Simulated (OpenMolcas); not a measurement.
How basis sets differ on C2H6Cl2Si (dichlorodimethylsilane)

C2H6Cl2Si: 11 atoms, total charge 0, spin state singlet. SMILES: `C[Si](C)(Cl)Cl`. The coordinates come from a PBE0-D4/def2-TZVP relaxation.

```xyz
11

C    -1.4748    0.2603    0.5696
Si    0.0494    0.4008   -0.4704
C     1.4139   -0.7536    0.0093
Cl   -0.4578    0.0396   -2.4320
Cl    0.7504    2.3322   -0.3517
H    -1.2409    0.4761    1.6150
H    -2.2350    0.9668    0.2319
H    -1.8863   -0.7498    0.5035
H     1.7244   -0.5651    1.0399
H     2.2780   -0.6169   -0.6432
H     1.0786   -1.7904   -0.0719
```

Quantity: the dipole moment, in D. The values are calculated.

```tsv
level	kind	program	value (D)	CPU time
HF/ANO-L-MB	Hartree–Fock	OpenMolcas	2.64	6.2 s
HF/ANO-R0 (sfX2C)	Hartree–Fock	OpenMolcas	1.67	3.1 s
HF/ANO-RCC-MB (DKH2)	Hartree–Fock	OpenMolcas	3.49	4.1 s
HF/STO-3G	Hartree–Fock	OpenMolcas	3.68	2.8 s
HF/3-21G	Hartree–Fock	OpenMolcas	3.94	4.1 s
HF/def2-SVP	Hartree–Fock	OpenMolcas	2.54	17 s
```

The values span 1.67 to 3.94 D. Magnitudes only. Sets without polarisation functions give poor dipoles. CPU times are rough (shared hosts, several kinds of processor and program).
